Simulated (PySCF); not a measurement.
**Nonlinear optical response: `Cc1cnc(C#N)s1`, C$_{5}$H$_{4}$N$_{2}$S**

Geometry:
```csv
atom,x (Å),y (Å),z (Å)
C1,-2.016,0.099,-0.361
C2,-0.560,0.050,-0.055
C3,0.067,0.197,1.163
N4,1.418,0.109,1.167
C5,1.868,-0.107,-0.037
C6,3.242,-0.250,-0.378
N7,4.353,-0.372,-0.688
S8,0.637,-0.216,-1.264
H9,-2.372,-0.847,-0.798
H10,-2.581,0.280,0.564
H11,-2.256,0.906,-1.070
H12,-0.467,0.378,2.099
```

Computed with PySCF 2.14.0, quadratic response CAM-B3LYP/aug-cc-pVDZ first hyperpolarisability, Taylor convention, gas phase. Geometry: PBE0-D3(BJ)/def2-SVP.

(1) Give β for the processes computed.

(2) Which lowest excitations, dipole and polarisabilities go with it?

## Answers

(1) In 10⁻³⁰ esu, Taylor convention; the vector part is βᵢ = ⅓ Σⱼ (βᵢⱼⱼ + βⱼᵢⱼ + βⱼⱼᵢ); β∥ is 3/5 of the vector part along the dipole, the dipole points from − to +:
| process | λ (nm) | β vector norm | β∥ | β HRS | depolarisation ratio |
| --- | --- | --- | --- | --- | --- |
| static β(0;0,0) | ∞ | 2.15 | 1.14 | 1.09 | 3.08 |
| second harmonic β(−2ω;ω,ω) | 1907 | 2.36 | 1.26 | 1.19 | 3.16 |
| Pockels β(−ω;ω,0) | 1907 | 2.22 | 1.18 | – | – |
| second harmonic β(−2ω;ω,ω) | 1064 | 2.98 | 1.62 | 1.47 | 3.34 |
| Pockels β(−ω;ω,0) | 1064 | 2.38 | 1.27 | – | – |

(2) S1 4.86 eV (f = 0.271); S2 5.10 eV (f = 0.000); S3 5.89 eV (f = 0.048); dipole 6.10 D; isotropic α 90.7 au static, 91.1 au at 1907 nm, 92.0 au at 1064 nm, 92.3 au at 953.5 nm, 96.3 au at 532 nm.
